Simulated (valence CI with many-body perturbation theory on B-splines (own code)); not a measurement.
**Ba34+ in brief**

Method: relativistic CI+MBPT: four valence electrons over a frozen Dirac-Fock core [Ar], a basis of 7 s, 7 p, 8 d, 6 f, 4 g, 1 h functions for each j, with the one-electron correlation potential Σ1 (screened to all orders), the two-electron term Σ2, the three-electron term Σ3, Breit, model QED; selected single and double excitations, second order for the rest, scaled by the run's own slope (own B-spline code, finite nucleus).

The last digits are not significant, and no measured levels were compared; by estimate large intervals hold to a few tenths of a per cent, small ones and those within an open d or f shell to about a per cent. Only levels of the ground parity were solved; by the run's estimate the other parity begins above the list, which can be wrong where configurations are misplaced.

Levels are named by their leading jj configuration (3d3/2^4 stands for four electrons in 3d with j = 3/2), which in mixed levels can hold well under half, so a name can repeat and another be missing.

Rates and lifetimes use the calculated energies. Strong lines usually hold to 10 to 20 %, long lifetimes can be off by a factor of two.

(1) What is the ground level?

(2) What is the ionisation energy?

(3) How well does LS coupling describe the low levels?

## Answers

(1) (3d3/2^4) J=0, composition 53 % 3d⁴ ³P + 38 % 3d⁴ ⁵D + 9 % 3d⁴ ¹S.

(2) 2255.9 eV; NIST lists 2256 ± 5 eV (theoretical).

(3) Among the lowest 20 levels the leading LS term, summed over configurations, holds 53 % on average. For single configurations the figures are 53 % in LS and 85 % in jj coupling. Terms mix most in the J = 4 level at 172500 cm⁻¹, where the leading one holds 32 %.
